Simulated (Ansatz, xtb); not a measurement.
**H9Si4: where a starting geometry ends**

The starting geometry of this gas-phase doublet has its atoms placed at random.

```xyz
13

Si    0.5555    1.0109    0.1448
Si   -1.5674   -0.8073    1.1432
Si   -0.5304   -0.3171   -1.3837
Si    0.6377   -0.9908    0.4116
H    -0.0133    0.9875   -1.9687
H     2.3086   -0.5568   -0.6806
H    -1.2293   -0.4706   -0.0787
H     0.5366    0.3332    1.3238
H    -1.1433   -1.4562   -0.9468
H    -2.7230    0.6001    0.2384
H     0.5081   -0.7553   -2.0750
H    -0.5337    0.2320    1.7695
H    -0.9785    2.1683   -0.2469
```

Question: Guess where an optimisation with r2SCAN-D4/def2-SVP ends from this start.

Answer: It falls apart into H6Si3 + H3Si. Distances that change by over a tenth: Si1–Si3 (2.30 → 2.70 Å), Si1–Si4 (2.02 → 2.39 Å), Si2–H7 (1.31 → 1.49 Å), Si3–H11 (1.32 → 1.49 Å). Contacts that open: Si1–H8 (1.36 → 3.37 Å), Si2–Si4 (2.33 → 4.33 Å), Si3–H7 (1.49 → 3.48 Å). Contacts that close: Si1–H5 (2.19 → 1.71 Å), Si1–H13 (1.96 → 1.53 Å), Si2–H10 (2.03 → 1.49 Å), Si4–H6 (2.04 → 1.49 Å).

The energy falls by 14.41 eV over 26 steps:

```tsv
step	E − E(last) (eV)
1	14.415
4	3.814
7	1.316
9	0.874
12	0.448
15	0.095
18	0.018
20	0.008
23	0.001
26	0.000
```

Final geometry (Å):

```xyz
13

Si    0.5341    1.7787   -0.7867
Si   -2.4928   -0.0434    1.7799
Si    0.2241   -0.6945   -1.8257
Si    1.4687   -0.2569    0.0401
H     0.0090    0.9264   -2.1688
H     2.9252   -0.5143   -0.1314
H    -1.9017   -1.0951    0.8996
H     0.9126   -0.8610    1.2812
H    -1.1629   -1.2268   -1.7624
H    -3.3533    0.9009    1.0090
H     0.8933   -0.9763   -3.1277
H    -1.4427    0.6704    2.5641
H    -0.7861    1.3698   -0.1204
```

From the same start GFN2-xTB ends elsewhere, at `[SiH2][SiH]([SiH3])[SiH3]`.

From so rough a start the end depends on the optimiser's path, so another program may land elsewhere. The end wasn't checked by frequencies. Open shells are spin-unrestricted. Run with Ansatz 0.2.0, 3.6 min on 2 threads of Intel(R) Xeon(R) Platinum 8259CL CPU @ 2.50GHz (Skylake/Cascade Lake), with other jobs on the host.
